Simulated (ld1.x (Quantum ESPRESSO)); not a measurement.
Transferability test, TM potential for Ga

Ga (Z = 31), norm-conserving Troullier–Martins (Kleinman–Bylander form), made with ld1.x (Quantum ESPRESSO) 7.5 (PBE, scalar-relativistic). Core [Ar], reference 3d10 4s2 4p1. Waves: 4s (bound): rc 1.85 bohr; 4p (bound): rc 2.80 bohr; 3d (bound): rc 0.65 bohr. Local part: all-electron potential smoothed inside 1.15 bohr (lloc = -1). Core correction: none.

Energies are relative to the spin-unpolarised reference configuration 3d10 4s2 4p1; without spin polarisation the order of configurations can differ from experiment. The frozen-core shift is the all-electron ΔE with the core orbitals held at their reference shape minus the fully relaxed ΔE.

| valence configuration | charge | ΔE all-electron (eV) | error AE − PS (meV) | frozen-core shift (meV) |
| --- | --- | --- | --- | --- |
| 3d10 4s2 4p0 | +1 | 5.688 | -1.5 | +0.7 |
| 3d10 4s1 4p0 | +2 | 26.816 | +1.3 | +4.3 |
| 3d10 4s0 4p0 | +3 | 58.088 | +70 | +14 |
| 3d10 4s1 4p2 | 0 | 6.538 | +5.7 | +0.8 |
| 3d9 4s0 4p0 | +4 | 121.965 | +198 | +341 |

**Question.** What are ΔE and the potential's error for 3d10 4s1 4p1?

**Answer.** ΔE = 13.060 eV all-electron; the error (AE − PS) is +8.1 meV.

**Question.** What are ΔE and the potential's error for 3d9 4s2 4p2?

**Answer.** ΔE = 20.315 eV all-electron; the error (AE − PS) is -277 meV.

Note: ghost state, extra bound levels that the all-electron valence spectrum of the same l lacks: s at -52.8 eV. A true bound ghost makes a file unfit for plane-wave use.
